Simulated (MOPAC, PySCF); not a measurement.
H4B2O2, SMILES `BB(O)O`, neutral singlet in the gas phase. 

Cartesian coordinates (Å):
SMILES: OB(B)O
```xyz
8

B     -0.6424     0.9267    -0.0242
B      0.3074    -0.4416     0.3135
O     -0.1841    -1.5593     0.9285
O      1.6343    -0.5273    -0.0043
H     -1.2343     1.0458    -1.0523
H     -0.7558     1.8236     0.7531
H     -1.1128    -1.5223     1.1613
H      2.0013     0.2445    -0.4373
```
Charge 0, multiplicity 1.

All levels are single points at this geometry (M06-2X/def2-TZVP); Pople sets use spherical d functions. Orbital energies aren't observables, and empty levels follow the basis.

| level | HOMO (eV) | LUMO (eV) | gap (eV) | dipole (D) | vertical IE, Delta-SCF (eV) |
|---|---|---|---|---|---|
| B3LYP-D3(BJ)/def2-TZVP in PySCF | -7.96 | -2.46 | 5.49 | 2.09 | 10.58 |
| M06-2X/def2-TZVP in PySCF | -9.52 | -1.37 | 8.15 | 2.28 | 10.82 |
| PBE-D3(BJ)/def2-TZVP in PySCF | -6.69 | -3.21 | 3.48 | 1.84 | 10.18 |
| M06-2X/6-31G* in PySCF | -9.21 | -0.89 | 8.32 | 2.21 | – |
| PBE/6-31G* in PySCF | -6.28 | -2.79 | 3.49 | 1.70 | 9.92 |
| HF/6-31G* in PySCF | -11.57 | 1.97 | 13.53 | 2.58 | 10.32 |
| HF/STO-3G in PySCF | -8.97 | 6.36 | 15.33 | 1.91 | – |
| AM1 in MOPAC | -10.52 | 1.02 | 11.53 | 2.60 | – |
| PM3 in MOPAC | -11.06 | -0.03 | 11.03 | 1.59 | – |
